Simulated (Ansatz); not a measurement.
C₂H₇NOSn (`C[N](C)[Sn][OH]`), relaxed with RKS PBE-D4/def2-SVP in Ansatz from a rough embedded geometry. The force threshold is 0.03 eV/Å; the program also tests the step.

Charge 0, multiplicity 1. Sn: def2 effective core potential.

Start:

```xyz
12

C    -0.273   -0.365    1.237
N    -0.254   -0.893   -0.060
C     1.041   -0.665   -0.644
Sn   -1.628    0.138   -1.231
O    -1.185    2.037   -1.344
H     0.488   -0.889    1.942
H    -0.029    0.734    1.297
H    -1.237   -0.509    1.738
H     1.339    0.379   -0.709
H     1.077   -1.097   -1.710
H     1.850   -1.227   -0.092
H    -1.189    2.356   -0.425
```

Task: How much energy does the relaxation release, and in how many steps? (Estimate.)

Result: Ansatz gave: 126.37 kJ/mol, in 19 steps, 1 of them rejected.

Task: Which bonds change most? (Estimate.)

Result: Computed: Sn4–O5 from 1.954 to 2.033 Å; C1–H6 from 1.163 to 1.118 Å; C1–N2 from 1.400 to 1.441 Å; C3–H10 from 1.150 to 1.112 Å.

Task: Give the relaxed structure. (Best estimate.)

Result: The calculation gave: 
```xyz
12

C    -0.051    0.137    1.080
N     0.091   -0.156   -0.324
C     1.291   -0.893   -0.650
Sn   -1.244    0.398   -1.839
O    -2.512    1.503   -0.697
H     0.006   -0.788    1.706
H     0.740    0.830    1.462
H    -1.038    0.603    1.288
H     2.223   -0.335   -0.381
H     1.340   -1.107   -1.740
H     1.343   -1.874   -0.114
H    -2.188    1.683    0.208
```
